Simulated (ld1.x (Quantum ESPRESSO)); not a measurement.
## Which change was made? (Ge, TM semilocal)

ld1.x (Quantum ESPRESSO) 7.5 input, shortened:

```
&input
   title='Ge', zed=32., rel=1, dft='PBE', iswitch=3,
   config='[Ar] 3d10 4s2 4p1.5 4f-2'
 /
 &inputp
   pseudotype=1, tm=.true., lloc=2,
   nlcc=.false.
 /
4
4S  1  0   2.00   0.00  1.30  1.30  0.0
3P  2  1   6.00   0.00  0.65  0.65  0.0
4F  4  3  -2.00   0.50  1.05  1.05  0.0
3D  3  2  10.00   0.00  1.05  1.05  0.0
 &test
   configts(1)='3p6 3d10 4s2 4p1.5'
 /
```

Occupied shells without a wave of their own: 4p. They enter only through the test configuration that unscreens the potential.

Cutoffs, loose and tight: the cutoffs (Ry, on a coarse ladder) from which the occupation-weighted sum of valence levels, in a spherical-Bessel basis at the reference potential, stays within 10 and 1 mRy of its value at 400 Ry. They do not see the model core or the augmentation charge, which bear on the density cutoff. Test errors are all-electron minus pseudo excitation energies from the reference, over the configurations 3p6 3d10 4s2 4p2; 3p6 3d10 4s2 4p1; 3p6 3d10 4s2 4p0; 3p6 3d10 4s1 4p3; 3p6 3d10 4s1 4p0; 3p6 3d9 4s2 4p2; 3p6 3d9 4s2 4p3; variants that change the core or the reference have their own tests.

The base gives: outcome: generated; cutoff, loose: 260 Ry; cutoff, tight: over 300 Ry; bound ghosts: none; largest test error (meV): +64.

On the changes marked as counting shells twice: ld1.x takes every shell without a wave as core, so the model core holds the marked electrons as well and exchange and correlation see them twice. This cancels in the reference configuration, but the file is broken for other ones, and its errors say nothing about a proper core correction.

After one change the result is: outcome: generated; cutoff, loose: 260 Ry; cutoff, tight: over 300 Ry; bound ghosts: none; largest test error (meV): -675. Which change was it?
A. core correction a·sin(br)/r model core inside 0.78 bohr (4p counted twice)
B. wave 3p (bound): rc 0.65 bohr becomes 3p (bound): rc 0.74 bohr
C. wave 4s (bound): rc 1.30 bohr becomes 4s (bound): rc 1.78 bohr

A. The others give: wave 4s (bound): rc 1.30 bohr becomes 4s (bound): rc 1.78 bohr → outcome: generated; cutoff, loose: 260 Ry; cutoff, tight: over 300 Ry; bound ghosts: none; largest test error (meV): -52 | wave 3p (bound): rc 0.65 bohr becomes 3p (bound): rc 0.74 bohr → outcome: generated; cutoff, loose: 230 Ry; cutoff, tight: over 300 Ry; bound ghosts: none; largest test error (meV): +94.
